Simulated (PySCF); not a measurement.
Structure with atom numbers: `[SiH3:1][O:2][CH:3]=[C:4]1[CH2:5][CH2:6]1`; H(Xn) means a hydrogen on atom n.

Geometry: PBE0-D3(BJ)/def2-SVP; GIAO absolute shieldings from PySCF 2.14.0 with density-fitted response routines, gas phase, non-relativistic, averaged over equivalent atoms.

At LC-wPBE/pcSseg-1 (149 basis functions, 22 s wall time on 1 thread of an Arm Neoverse V2, shared host):
| atoms | σ (ppm) |
| --- | --- |
| Si1 | 384.2 |
| O2 | 267.5 |
| C3 | 46.8 |
| C4 | 78.2 |
| C6 | 184.6 |
| C5 | 185.4 |
| H(C3) | 24.65 |
| H(Si1) | 26.54 |
| H(C5) | 30.21 |
| H(C6) | 30.22 |

Predict the values at BLYP/pcSseg-1 on the same geometry.

## Answers


```tsv
atoms	σ at BLYP/pcSseg-1	change
Si1	362.5	-21.7
O2	227.4	-40.1
C3	36.8	-10.0
C4	68.3	-9.9
C6	169.4	-15.2
C5	169.9	-15.5
H(C3)	24.56	-0.09
H(Si1)	26.41	-0.13
H(C5)	30.10	-0.11
H(C6)	30.14	-0.08
```

The largest change is at O2 (oxygen bonded to C, Si). Cost: 149 basis functions, 17 s wall time on 1 thread of an Arm Neoverse V2, shared host. The order of the carbon signals is the same at both levels.
